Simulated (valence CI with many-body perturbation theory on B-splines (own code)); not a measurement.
## Energy levels of Hf39+

Level of theory: configuration interaction combined with many-body perturbation theory (CI+MBPT): five valence electrons over a frozen Dirac-Fock core [Ar] 3d10, radial functions for each j: 11 s, 11 p, 10 d, 8 f, 5 g, 2 h, with the one-electron correlation potential Σ1, the two-electron term Σ2, the three-electron term Σ3, Breit, model QED; selected CI, second order for the rest, scaled by the run's own slope (own B-spline code, finite nucleus).

The last digits are not significant, and no measured levels were compared; by estimate large intervals hold to a few tenths of a per cent, small ones and those within an open d or f shell to about a per cent. Among the levels kept, up to 2100 cm⁻¹ of a level comes from second order outside the variational space, and about a tenth of that is noise between levels of different J, which matters for small intervals.

Levels 46 to 90 of 174, with energies above the lowest level, (4s^2 4p1/2^2 4p3/2) J=3/2. "Leading %" is the weight of the configuration and term that name the level; weights of strongly mixed levels are sums over their largest components and can fall short, so below about 35 % the name and the second component can differ from the true leading terms, or belong to a minority configuration. In the jj column 3d3/2^4 stands for four electrons in 3d with j = 3/2. Lifetimes count E1, E2, E3, M1 and M2 decay at the calculated energies, and are blank where another channel may lead or the interval is too uncertain; long ones can be off by a factor of two.

```csv
No.,Configuration,Term,J,E (Ry),Leading %,Lifetime,Second component,Leading jj
46,4s2 4p2 4f,2F°,7/2,24.784,16,6.17 ps,12 % 4s2 4p2 4f 4D°,4s^2 4p1/2^2 4f7/2 (56 %)
47,4s2 4p2 4d,2D,5/2,24.815,77,574 ps,14 % 4s2 4p2 4d 4D,4s^2 4p3/2^2 4d5/2 (98 %)
48,4s 4p3 4d,4D°,5/2,24.856,31,4.68 ps,19 % 4s 4p3 4d 4P°,4s 4p1/2^2 4p3/2 4d5/2 (92 %)
49,4p5,2P°,3/2,25.027,22,6.86 ps,13 % 4s 4p3 4d 4D°,4s 4p1/2^2 4p3/2 4d5/2 (65 %)
50,4s2 4p2 4f,4G°,5/2,25.201,16,1.59 ps,14 % 4s2 4p2 4f 2F°,4s^2 4p1/2^2 4f5/2 (48 %)
51,4s2 4p2 4d,2D,3/2,25.431,42,1.47 ps,40 % 4s2 4p2 4d 2P,4s^2 4p3/2^2 4d5/2 (90 %)
52,4s 4p3 4d,2F°,7/2,25.466,37,7.21 ps,20 % 4s 4p3 4d 2G°,4s 4p1/2^2 4p3/2 4d5/2 (76 %)
53,4s2 4p2 4d,2D,5/2,25.724,52,1.07 ps,19 % 4s2 4p2 4d 2F,4s^2 4p3/2^2 4d5/2 (89 %)
54,4s 4p3 4d,2P°,1/2,26.059,44,3.40 ps,42 % 4s 4p3 4d 4D°,4s 4p1/2^2 4p3/2 4d5/2 (90 %)
55,4s 4p3 4d,4G°,7/2,26.099,13,1.75 ps,12 % 4s 4p3 4d 2F°,4s 4p1/2^2 4p3/2 4d5/2 (57 %)
56,4s 4p3 4d,4D°,3/2,26.248,26,2.04 ps,17 % 4s 4p3 4d 2P°,4s 4p1/2^2 4p3/2 4d5/2 (88 %)
57,4s 4p4,2S,1/2,26.379,28,815 fs,25 % 4s 4p4 2P,4s 4p3/2^4 (74 %)
58,4s 4p3 4d,2F°,5/2,26.453,24,1.62 ps,14 % 4s 4p3 4d 2D°,4s 4p1/2^2 4p3/2 4d5/2 (78 %)
59,4p5,2P°,3/2,27.164,56,1.37 ps,13 % 4s 4p3 4d 2D°,4p1/2^2 4p3/2^3 (56 %)
60,4s2 4p 4d2,4G°,5/2,27.497,47,1.58 ps,29 % 4s2 4p 4d2 2F°,4s^2 4p1/2 4d3/2^2 (84 %)
61,4s 4p3 4d,6D°,1/2,28.116,36,43.2 ps,17 % 4s 4p3 4d 4D°,4s 4p1/2 4p3/2^2 4d3/2 (74 %)
62,4s 4p3 4d,6D°,3/2,28.156,30,7.85 ps,22 % 4s 4p3 4d 4D°,4s 4p1/2 4p3/2^2 4d3/2 (70 %)
63,4s 4p3 4d,6D°,5/2,28.196,25,19.6 ps,23 % 4s 4p3 4d 4F°,4s 4p1/2 4p3/2^2 4d3/2 (71 %)
64,4s 4p3 4d,4F°,7/2,28.371,22,23.3 ps,22 % 4s2 4p 4d2 4G°,4s 4p1/2 4p3/2^2 4d3/2 (53 %)
65,4s2 4p 4d2,4D°,1/2,28.487,33,998 fs,28 % 4s2 4p 4d2 2P°,4s^2 4p1/2 4d3/2^2 (78 %)
66,4s2 4p 4d2,2H°,9/2,28.747,20,44.0 ps,17 % 4s 4p3 4d 4G°,4s^2 4p1/2 4d3/2 4d5/2 (48 %)
67,4s2 4p 4d2,4F°,3/2,28.862,32,502 fs,32 % 4s2 4p 4d2 2D°,4s^2 4p1/2 4d3/2^2 (84 %)
68,4s2 4p 4d2,4G°,7/2,29.041,22,6.28 ps,16 % 4s 4p3 4d 4G°,4s^2 4p1/2 4d3/2 4d5/2 (38 %)
69,4s2 4p 4d2,4G°,5/2,29.115,16,4.90 ps,10 % 4s2 4p2 4f 4G°,4s^2 4p1/2 4d3/2 4d5/2 (53 %)
70,4s 4p3 4d,4D°,7/2,29.267,39,12.3 ps,22 % 4s 4p3 4d 6D°,4s 4p1/2 4p3/2^2 4d5/2 (64 %)
71,4s 4p3 4d,4G°,9/2,29.323,38,17.3 ps,18 % 4s2 4p 4d2 2H°,4s 4p1/2 4p3/2^2 4d3/2 (29 %)
72,4s2 4p 4d2,4D°,3/2,29.324,21,2.78 ps,20 % 4s 4p3 4d 4F°,4s^2 4p1/2 4d3/2 4d5/2 (52 %)
73,4s 4p3 4d,4F°,3/2,29.466,46,8.63 ps,20 % 4s2 4p2 4f 4F°,4s 4p1/2 4p3/2^2 4d3/2 (66 %)
74,4s 4p3 4d,6D°,9/2,29.499,36,46.7 ps,19 % 4s 4p3 4d 4F°,4s 4p1/2 4p3/2^2 4d5/2 (72 %)
75,4s2 4p 4d2,4D°,1/2,29.599,26,1.92 ps,23 % 4s2 4p 4d2 4P°,4s^2 4p1/2 4d3/2 4d5/2 (60 %)
76,4s 4p3 4d,4P°,5/2,29.610,22,907 fs,18 % 4s 4p3 4d 4D°,4s 4p1/2 4p3/2^2 4d3/2 (62 %)
77,4s 4p3 4d,2G°,7/2,29.650,29,4.46 ps,23 % 4s2 4p2 4f 2G°,4s 4p1/2 4p3/2^2 4d3/2 (44 %)
78,4s 4p3 4d,4D°,7/2,29.705,26,1.05 ps,24 % 4s 4p3 4d 4F°,4s 4p1/2 4p3/2^2 4d3/2 (52 %)
79,4s 4p3 4d,4S°,3/2,29.714,21,871 fs,18 % 4s 4p3 4d 4P°,4s 4p1/2 4p3/2^2 4d3/2 (62 %)
80,4s 4p3 4d,4F°,5/2,29.725,15,2.80 ps,10 % 4s2 4p2 4f 4G°,4s 4p1/2 4p3/2^2 4d3/2 (43 %)
81,4s 4p3 4d,4F°,9/2,29.868,37,82.8 ps,16 % 4s 4p3 4d 2G°,4s 4p1/2 4p3/2^2 4d5/2 (54 %)
82,4s 4p3 4d,4D°,1/2,29.921,30,2.70 ps,11 % 4s 4p3 4d 2P°,4s 4p1/2 4p3/2^2 4d5/2 (49 %)
83,4s2 4p2 4f,4G°,7/2,30.112,12,1.28 ps,10 % 4s 4p3 4d 4D°,4s^2 4p1/2 4d3/2 4d5/2 (35 %)
84,4s 4p3 4d,2D°,3/2,30.115,17,1.31 ps,8 % 4s 4p3 4d 4F°,4s 4p1/2 4p3/2^2 4d3/2 (55 %)
85,4s2 4p2 4f,2F°,5/2,30.121,21,2.41 ps,13 % 4s2 4p2 4f 2D°,4s^2 4p1/2 4p3/2 4f5/2 (44 %)
86,4s 4p3 4d,4G°,11/2,30.158,78,92.7 ps,12 % 4s2 4p2 4f 4G°,4s 4p1/2 4p3/2^2 4d5/2 (78 %)
87,4s 4p3 4d,2P°,1/2,30.226,36,2.93 ps,18 % 4s 4p3 4d 4D°,4s 4p1/2 4p3/2^2 4d3/2 (40 %)
88,4s2 4p 4d2,4F°,5/2,30.308,14,1.04 ps,8 % 4s2 4p 4d2 4D°,4s 4p1/2 4p3/2^2 4d3/2 (36 %)
89,4s2 4p 4d2,4D°,3/2,30.435,14,2.07 ps,10 % 4s2 4p 4d2 2D°,4s^2 4p1/2 4d5/2^2 (37 %)
90,4s2 4p2 4f,4D°,5/2,30.489,14,4.39 ps,10 % 4s2 4p2 4f 4F°,4s^2 4p1/2 4p3/2 4f7/2 (42 %)
```

Where two levels of one J and parity lie close, their mixing, g and order are uncertain.
